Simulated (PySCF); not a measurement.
Compound: C3H3F4S (doublet state).
Z-matrix (Å and degrees, GFN2-xTB geometry), rows numbered from 1:
```
C 
S   1  1.6938
C   2  1.8530  1  101.92
F   3  1.3545  2  111.20  1    42.50
C   3  1.5336  2  111.78  1   -79.93
F   5  1.3320  3  113.49  2    64.10
F   5  1.3368  3  110.34  2   -56.51
F   5  1.3374  3  111.22  2  -175.07
H   1  1.0706  2  120.78  3    37.86
H   1  1.0699  2  115.33  3  -161.68
H   3  1.0962  2  107.12  1   161.44
```

The hyperfine couplings belong to this conformer and change with its torsions.

As a line formula: `[CH2]S[C@H](F)C(F)(F)F` [radical].

Computed, not measured: PySCF, UKS B3LYP, pcH-1 on C F H S, non-relativistic, mean-field spin-orbit, GIAO. One conformer (not necessarily the lowest) at the GFN2-xTB geometry, without solvent, vibrations or thermal averaging. Couplings are sensitive to structure, and on GFN2-xTB geometries they can be far from those on DFT ones. The SCF solution wasn't tested for stability.

The largest Mulliken spin populations are on C1 (+0.88) and S2 (+0.15). The angles at C1 add up to 357.0°, so it is nearly planar; its axial dipolar tensor and the negative couplings of its protons fit spin in a p orbital normal to that plane.

Task: Find Q in a(H) = Q·ρ(C) for the protons on the planar carbons that carry spin.

Result: 
```
  H   C    ρ(C)  a(H) (G)  a/ρ (G)
 H9  C1  +0.883    -12.57    -14.2
H10  C1  +0.883    -19.87    -22.5
```

These protons share one ρ (within 0.01), so their mean ratio, Q = -18.4 G, is no test of linearity. In McConnell's picture π spin on carbon polarises the C–H bond and leaves opposite spin at the proton, which makes Q negative, as found here.

Couplings in gauss use g_iso = 2.0045.
